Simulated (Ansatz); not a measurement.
Isolated molecules relaxed with PBE0-D4/def2-TZVP in Ansatz; ΔE leaves out vibrations. CCSD(T)/CBS is the MP2 limit (def2-TZVPP, def2-QZVPP) plus CCSD(T) − MP2 in def2-TZVPP, frozen cores. This one scheme is used for every species. DFT in def2-TZVPP. HSE06 is defined as in plane-wave codes. For Ge outer-core shells are correlated without core-valence functions, which leaves a few kJ/mol of doubt a bond. Scalar relativity is left out up to krypton.

Consider the ligand exchange at a Ge–Cl bond: `C#[C][GeH2][Cl]` + H–F → `C#[C][GeH2][F]` + HCl.

Task: Is it downhill or uphill in electronic energy at CCSD(T)/CBS, and by how much? (Estimate.)

Result: Computed: Uphill: ΔE = +4.1 kcal/mol.

Task: What do these levels give: BLYP-D4, r2SCANh-D4, r2SCAN0-D4, HSE06-D4, ωB97X-V, PBE-QIDH, revPBE, BLYP, HSE06, CAM-B3LYP, CCSD(T)/def2-SVP, CCSD/def2-TZVPP? (Best estimate.)

Result: The calculation gave: BLYP-D4 2.0, r2SCANh-D4 3.1, r2SCAN0-D4 3.8, HSE06-D4 4.7, ωB97X-V 2.2, PBE-QIDH 4.4, revPBE 2.8, BLYP 0.5, HSE06 4.1, CAM-B3LYP 0.8, CCSD(T)/def2-SVP 0.1, CCSD/def2-TZVPP 2.8 kcal/mol.

Largest T1 diagnostic among the species: 0.013.

From r2SCAN to r2SCAN0 (25 % exact exchange), in def2-TZVPP and without D4, ΔE moves by +1.1 kcal/mol. The D4 term adds +1.2 kcal/mol with B3LYP and +0.7 kcal/mol with PBE0; it sums over pairs of atoms, weighted by their polarisabilities, and B3LYP, whose exchange is more repulsive, gets the larger term.

B3LYP here is the variant with VWN-RPA as its local correlation; programs differ in this.
